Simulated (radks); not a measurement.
Results of a calculation; reference values are marked as such.
Spin polarisation of the 5p5 shell in the barium ion Ba3+. Start: [Kr] 4d10 5s2 5p(up 2.5, down 2.5); electrons of 5p are moved from spin down to spin up, other shells keep equal spins. Level of theory: scalar-relativistic Kohn-Sham, BLYP, spin-polarised, spherical densities, finite nucleus; Fermi nuclear charge, rms radius of each element as measured or else 0.836 A^(1/3) + 0.57 fm (a radial shooting solver on a logarithmic mesh with Libxc functionals).

moment (Bohr magnetons)	E - E(0) (eV)	e(5p up) (eV)	e(5p down) (eV)	5s down minus up (eV)	4d down minus up (eV)	4p down minus up (eV)
0	0.000	-41.945	-41.945	0.000	0.000	0.000
0.25	-0.012	-42.043	-41.843	0.196	0.038	0.029
0.5	-0.050	-42.139	-41.739	0.393	0.077	0.058
0.75	-0.112	-42.231	-41.633	0.588	0.115	0.088
1	-0.199	-42.320	-41.524	0.783	0.154	0.117

At moment 1 the spin-polarisation energy is -0.199 eV and the 5p exchange splitting 0.796 eV, that is 0.796 eV per Bohr magneton; E = -I m^2/4 would give I = 0.797 eV.
